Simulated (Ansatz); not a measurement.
Consider the redistribution: `[F][Ge][Cl]` + `CC(C)O[SiH]` → `CC(C)[O][Ge][Cl]` + `F[SiH]`.

Isolated molecules relaxed with PBE0-D4/def2-TZVP in Ansatz; ΔE leaves out vibrations. CCSD(T)/CBS adds triple-zeta CCSD(T) − MP2 to the extrapolated MP2 energy (def2 sets, frozen cores). This one scheme is used for every species. Functionals use def2-TZVPP. B3LYP here is the variant with VWN-RPA as its local correlation; programs differ in this. For Ge outer-core shells are correlated without core-valence functions, which leaves a few kJ/mol of doubt a bond. Scalar relativity is left out up to krypton. Each species was taken in one conformer, which may not be the lowest.

`[F][Ge][Cl]`:

Cartesian coordinates in Å:
```
F 0.152 1.448 -0.116
Ge 0.800 -0.121 0.300
Cl -0.951 -1.326 -0.184
```

`CC(C)O[SiH]`:

```xyz
13

C     0.204   -1.001    1.082
C     0.071    0.233    0.218
C     1.223    0.397   -0.749
O    -1.139    0.131   -0.532
Si   -2.364    1.222   -0.386
H    -0.638   -1.084    1.771
H     0.229   -1.898    0.458
H     1.126   -0.960    1.668
H     0.011    1.123    0.864
H     1.274   -0.461   -1.423
H     2.169    0.471   -0.208
H     1.098    1.300   -1.349
H    -3.262    0.526   -1.415
```

`CC(C)[O][Ge][Cl]`:

Cartesian coordinates in Å:
```
C 0.735 0.168 1.171
C 0.566 0.279 -0.330
C 0.066 -1.002 -0.967
O -0.276 1.378 -0.669
Ge -1.932 1.919 -0.445
Cl -2.887 0.297 0.747
H -0.206 -0.108 1.651
H 1.479 -0.597 1.408
H 1.079 1.117 1.587
H 1.537 0.531 -0.772
H -0.054 -0.871 -2.044
H -0.892 -1.302 -0.539
H 0.785 -1.808 -0.800
```

`F[SiH]`:

Z-matrix (Å, degrees):
```
Si
F 1 1.612
H 1 1.541 2 96.3
```

| level | ΔE (kJ/mol) |
| --- | --- |
| PBE-D4 | 10.6 |
| PBE0-D4 | 9.1 |
| ωB97M-V | 7.3 |
| PBE0 | 13.3 |
| B3LYP | 12.6 |
| MP2/def2-TZVPP | 1.5 |
| SCS-MP2/def2-TZVPP | 3.4 |
| HF/CBS(def2) | 11.6 |

(1) What does CCSD(T)/CBS give? (An estimate is asked.)

Largest T1 diagnostic among the species: 0.015.

Results:

(1) Ansatz gave: +2.7 kJ/mol. The listed levels differ from it by 7.9, 6.4, 4.6, 10.6, 9.9, -1.2, 0.7, 8.9 kJ/mol.

In def2-TZVPP, CCSD(T) changes the Hartree–Fock value by −7.5 kJ/mol (the triples alone add −0.7 kJ/mol) and MP2 by −8.7 kJ/mol. The D4 term adds −7.1 kJ/mol with B3LYP and −4.2 kJ/mol with PBE0; it sums over pairs of atoms, weighted by their polarisabilities, and B3LYP, whose exchange is more repulsive, gets the larger term.
